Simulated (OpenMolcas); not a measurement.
## Lines of Ar2+: computed and rescaled rates

```yaml
Program: OpenMolcas
Method: "MS-RASPT2, IPEA 0.25 Eh, imaginary shift 0.1 Eh (closed shells correlated: 2s 2p)"
Basis: ANO-RCC [8s7p5d4f2g]
Scalar_Hamiltonian: DKH2, point nucleus
Active_space: 6 electrons in 9 orbitals (RAS2 3s 3p; RAS3 3d, at most 2 electrons)
State_averaging: 2S+1 = 3 even, 3 roots; 2S+1 = 1 even, 7 roots; 2S+1 = 3 odd, 3 roots; 2S+1 = 1 odd, 3 roots
Spin-orbit_coupling: RASSI with atomic mean-field integrals over the reference wave functions, term energies averaged over their components
```

Rates come from the transition moments of the reference wave functions (E1 and E2 in the length form). At fixed line strength A goes as λ^-3 for E1 and M1 and as λ^-5 for E2, so a rate at the computed wavelength can be rescaled to the measured one. Measured vacuum wavelengths follow from level energies in Saloman, J. Phys. Chem. Ref. Data 39, 033101 (2010). Branching counts decays inside the model space alone, at computed energies, and the table is only a selection of the E2 and M1 lines, drawn from those between levels with measured partners whose computed energy lies within a factor of 1.5 of the measured one.

| Upper | Lower | Type | λ computed (nm) | λ measured (nm) | A computed (s-1) | A rescaled (s-1) | Branching % |
| --- | --- | --- | --- | --- | --- | --- | --- |
| 3s2 3p4 1S0 | 3s2 3p4 3P1 | M1 | 311.1 | 311 | 3.31e+00 |  | 56.9 |
| 3s2 3p4 1S0 | 3s2 3p4 1D2 | E2 | 524.8 | 519.3 | 2.48e+00 | 2.61e+00 | 42.6 |
| 3s2 3p4 1D2 | 3s2 3p4 3P2 | M1 | 709.6 | 713.8 | 2.71e-01 |  | 78.6 |
| 3s2 3p4 1D2 | 3s2 3p4 3P1 | M1 | 764.1 | 775.3 | 7.24e-02 |  | 21.0 |
| 3s2 3p4 3P1 | 3s2 3p4 3P2 | M1 | 9944 | 8991 | 2.29e-02 | 3.10e-02 | 100.0 |
| 3s2 3p4 3P0 | 3s2 3p4 3P1 | M1 | 23400 | 21830 | 4.22e-03 | 5.20e-03 | 100.0 |

Spin-changing lines and M1 lines between different terms are not rescaled, since their strength hangs on the term gaps too.

The largest correction is for 3s2 3p4 3P1 → 3s2 3p4 3P2 (M1): 2.29e-02 × (9944 / 8991)^3 = 3.10e-02 s-1, a factor of 1.35.

No measured rate stands beside these. Rescaling mends the energy factor alone: line strengths can still be far off where a level mixes with configurations outside the active space, and weak or spin-changing lines hang on small mixing coefficients that depend on the term gaps too, so rescaling need not improve them.

CASPT2 breaks the degeneracy within a term, and the mean is taken; among the terms shown or strongly mixed into the levels shown the widest spread is 180 cm-1 (3s2 3p4 1D). The run also gave levels led by 3s 3p4 3d, 3s2 3p3 3d, which use shells meant for correlation; these and all levels above them are left out. Measured partners are found by configuration, term and J. A level has none where our copy of the source lacks it or the pairing is in doubt (some pairs that miss far off the trend of their configuration count as doubtful). Only configurations of the active space appear.
